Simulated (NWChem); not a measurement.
Species: SiH$_{4}$SeO; SMILES O[Se][SiH3]

```xyz
7

Se     0.5026     0.6220    -0.2612
O     -1.2046     1.2728    -0.3812
H     -1.4409     1.5494     0.5145
Si    -0.1481    -1.5570    -0.0061
H      1.1168    -2.3459     0.0944
H     -0.9523    -2.0038    -1.1788
H     -0.9576    -1.7247     1.2372
```
Atoms are numbered in this order, from 1.

Level: PBE0/def2-SVP (NWChem), optimised geometry, unscaled harmonic frequencies. This build's default masses of Se (78.918 u) and Br (79.917 u) are each other's, which moves their modes by up to 0.6 %.

List the harmonic frequencies with IR intensities, and the thermochemistry.


| frequency (cm⁻¹) | IR intensity (km/mol) |
|---|---|
| 141 | 1.3 |
| 148 | 1.3 |
| 342 | 94.1 |
| 392 | 1.7 |
| 581 | 11.1 |
| 587 | 13.1 |
| 649 | 47.8 |
| 895 | 271.9 |
| 915 | 50.6 |
| 952 | 70.8 |
| 1111 | 47.5 |
| 2230 | 68.7 |
| 2242 | 95.9 |
| 2254 | 81.9 |
| 3848 | 96.2 |

- zero-point energy = 24.7 kcal/mol
- thermal correction to the enthalpy at 298.15 K (with zero-point energy) = 28.7 kcal/mol
- heat capacity Cv = 17.6 cal/(mol K)
- entropy at 298.15 K and 1 atm (symmetry number 1) = 75.5 cal/(mol K)
- dipole moment = 1.62 D

Rigid rotor and harmonic oscillator.
